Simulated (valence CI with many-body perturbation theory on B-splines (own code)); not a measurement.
## Questions on Tm XXXVII

Computed by relativistic CI+MBPT: five valence electrons over a frozen Dirac-Fock core [Ar] 3d10, a basis of 9 s, 9 p, 8 d, 6 f, 3 g, 1 h functions for each j, with the one-electron correlation potential Σ1 (screened to all orders), the two-electron term Σ2, the three-electron term Σ3, Breit, model QED; selected single and double excitations, second order for the rest, scaled by the run's own slope (own B-spline code, finite nucleus).

No measured spectrum was set against this ion. As an estimate, large intervals hold to a few tenths of a per cent, small ones and those within an open d or f shell to about a per cent. Among the levels kept, up to 780 cm⁻¹ of a level comes from second order outside the variational space, and about a tenth of that is noise between levels of different J, which matters for small intervals.

Levels are named by their leading jj configuration (3d3/2^4 stands for four electrons in 3d with j = 3/2), which in mixed levels can hold well under half, so a name can repeat and another be missing.

Rates and lifetimes use the calculated energies. Strong lines usually hold to 10 to 20 %, long lifetimes can be off by a factor of two.

Task: What is the ground level?

Result: (4s^2 4p1/2^2 4p3/2) J=3/2, composition 45 % 4s²4p³ ²P° + 28 % 4s²4p³ ⁴S° + 26 % 4s²4p³ ²D°, g = 1.379.

Task: How well does LS coupling describe the low levels?

Result: Among the lowest 20 levels the leading LS term, summed over configurations, holds 53 % on average. For single configurations the figures are 49 % in LS and 87 % in jj coupling. Terms mix most in the J = 5/2 level at 1279200 cm⁻¹, where the leading one holds 27 %.

Task: What are the static dipole polarisabilities of the lowest levels?

Result: (4s^2 4p1/2^2 4p3/2) J=3/2 0.0521 (tensor 0.0035); (4s^2 4p1/2 4p3/2^2) J=3/2 0.0584 (tensor 0.00059); (4s^2 4p1/2 4p3/2^2) J=5/2 0.0582 bohr³, of which the core gives 0.00302.

Task: Among levels below 2289200 cm⁻¹, which E1 lines absorb most strongly from the ground level?

Result: to (4s^2 4p1/2 4p3/2 4d3/2) J=5/2 at 5.817 nm, f = 0.734; to (4s^2 4p1/2 4p3/2 4d3/2) J=3/2 at 5.795 nm, f = 0.630; to (4s^2 4p1/2^2 4d5/2) J=5/2 at 7.817 nm, f = 0.299.

Task: Name the longest-lived excited levels whose lifetime is computed, and their main decay.

Result: (4s^2 4p1/2 4p3/2^2) J=5/2 at 521360 cm⁻¹ lives 2.24 μs, mostly by M1 to (4s^2 4p1/2^2 4p3/2) J=3/2; (4s^2 4p1/2 4p3/2^2) J=1/2 at 571150 cm⁻¹ lives 635 ns, mostly by M1 to (4s^2 4p1/2^2 4p3/2) J=3/2; (4s^2 4p1/2 4p3/2^2) J=3/2 at 481720 cm⁻¹ lives 453 ns, mostly by M1 to (4s^2 4p1/2^2 4p3/2) J=3/2. The lifetime of (4s^2 4p1/2 4p3/2 4d5/2) J=9/2 is too uncertain to give, and may be longer.
